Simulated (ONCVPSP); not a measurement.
Building the ONCV potential for oxygen (O) (LDA (Perdew-Wang 92), scalar-relativistic).

| Property | Result |
| --- | --- |
| Element | oxygen (O) |
| Generator | ONCVPSP 4.0.1 |
| Type | optimised norm-conserving Vanderbilt (ONCV) |
| Functional | LDA (Perdew-Wang 92) |
| Relativity | scalar-relativistic |
| Frozen core | [He] |
| Valence charge | 6 |
| Reference configuration | 2s2 2p3 (charge +1) |
| Partial waves | 2s: rc 0.90 bohr, ncon 4, nbas 9, qcut 8 1/bohr, local; 2p: rc 1.60 bohr, ncon 3, nbas 6, qcut 10.9 1/bohr, 3 projectors, debl 3.8 Ha; d scattering state at 0.29 Ha: rc 1.84 bohr, ncon 4, nbas 7, qcut 6.3 1/bohr, 1 projector |
| Local potential | the s channel |
| Core correction | none |

- Cutoffs needed: 35 Ha and 251 Ha (the cutoffs (Ha) at which the residual kinetic energy of the hardest occupied pseudo-wave falls to 1 and 0.1 mHa per electron)
- Ghost test: no bound ghost flagged; no localised positive-energy state flagged
- Largest excitation error: +678 meV (all-electron minus pseudo) for 2s2 2p1, out of 4 test configurations
